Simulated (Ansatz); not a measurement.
CH6FNOSi2 (`N=C[Si](O)(F)[SiH3]`), relaxed with RKS PBE-D4/def2-SVP in Ansatz from a rough embedded geometry. The force threshold is 0.03 eV/Å; the program also tests the step.

Total charge 0; spin multiplicity 1.

Start:

```xyz
12

N    -0.915    2.118   -0.616
C     0.100    1.356   -0.684
Si   -0.228   -0.471   -0.605
O    -1.822   -0.890   -0.574
F     0.382   -1.187   -1.934
Si    0.871   -1.287    1.300
H    -0.536    3.123   -0.691
H     1.175    1.664   -0.807
H    -2.383   -0.027   -0.672
H     2.302   -0.944    1.274
H     0.743   -2.765    1.455
H     0.311   -0.691    2.552
```

```json
{"step": "1", "energy (eV)": "-23119.0604", "largest force (eV/Å)": "2.728", "largest move (Å)": "0.000"}
{"step": "2", "energy (eV)": "-23119.2784", "largest force (eV/Å)": "1.117", "largest move (Å)": "0.135"}
{"step": "3", "energy (eV)": "-23119.3424", "largest force (eV/Å)": "0.542", "largest move (Å)": "0.156"}
{"step": "4", "energy (eV)": "-23119.3673", "largest force (eV/Å)": "0.406", "largest move (Å)": "0.045"}
{"step": "5", "energy (eV)": "-23119.3819", "largest force (eV/Å)": "0.265", "largest move (Å)": "0.052"}
{"step": "6", "energy (eV)": "-23119.3895", "largest force (eV/Å)": "0.152", "largest move (Å)": "0.064"}
{"step": "7", "energy (eV)": "-23119.3924", "largest force (eV/Å)": "0.104", "largest move (Å)": "0.050"}
{"step": "8", "energy (eV)": "-23119.3935", "largest force (eV/Å)": "0.089", "largest move (Å)": "0.026"}
{"step": "9", "energy (eV)": "-23119.3942", "largest force (eV/Å)": "0.043", "largest move (Å)": "0.022"}
{"step": "10", "energy (eV)": "-23119.3946", "largest force (eV/Å)": "0.053", "largest move (Å)": "0.025"}
{"step": "11", "energy (eV)": "-23119.3949", "largest force (eV/Å)": "0.059", "largest move (Å)": "0.021"}
{"step": "12", "energy (eV)": "-23119.3951", "largest force (eV/Å)": "0.035", "largest move (Å)": "0.029"}
{"step": "13", "energy (eV)": "-23119.3952", "largest force (eV/Å)": "0.016", "largest move (Å)": "0.021"}
```

End:

```xyz
12

N    -1.041    2.021   -0.804
C     0.090    1.413   -0.719
Si   -0.127   -0.479   -0.497
O    -1.782   -0.621   -0.458
F     0.521   -1.198   -1.830
Si    0.910   -1.448    1.369
H    -0.941    3.042   -0.953
H     1.074    1.939   -0.791
H    -2.129    0.288   -0.654
H     2.402   -1.255    1.280
H     0.609   -2.920    1.434
H     0.415   -0.782    2.625
```

Run time 29 s (2 threads of an AMD EPYC 7R13 on a shared host); peak host memory 0.24 GiB.
